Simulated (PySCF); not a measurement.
Bond length, frequency and bond energy of MgGe⁺ by level of theory

State: ²Π (doublet), unpaired electrons π ↑. Set-up: basis Mg aug-pcseg-1, Ge aug-pcseg-1; no relativity; PySCF 2.14. De refers to Mg⁺ + Ge in their high-spin ground configurations, without counterpoise correction. The functionals are run spin-unrestricted. A positive dipole points towards Ge; it is taken about the centre of mass and depends on that origin. Levels whose curve was spin-contaminated or gave no clean fit are not listed.

```
      Level  Re (Å)  ωe (cm⁻¹)  De (eV)  μ (D)
        UHF   2.854        208     0.64  -7.37
   UHF-CCSD   2.865        207     1.47    n/a
UHF-CCSD(T)   2.867        205     1.53    n/a
        PBE   2.805        213     1.99  -6.48
     revPBE   2.829        208     1.89  -6.56
       PW91   2.799        215     2.01  -6.50
     r²SCAN   2.779        221     1.67  -7.00
       PBE0   2.792        219     1.79  -6.80
  CAM-B3LYP   2.783        217     1.75  -6.70
```

The bond length runs from 2.779 Å (r²SCAN) to 2.867 Å (UHF-CCSD(T)). De spans 0.64 eV (UHF, mean field) to 2.01 eV (PW91, GGA). Correlation at CCSD(T) changes the Hartree–Fock bond energy by +0.89 eV; the triples alone change it by +0.06 eV.

Correlated steps freeze 10 core orbitals. Correlated levels converge slowly with the basis: in double zeta they bind strong bonds too weakly, by up to about 1 eV, and carry superposition errors of some tenths. Spin–orbit coupling is left out. For an ion De counts to the pair picked by the measured ionisation energies or electron affinities, which need not be the lowest pair at this level. The state was picked by a PBE0 search and need not be the measured ground state.
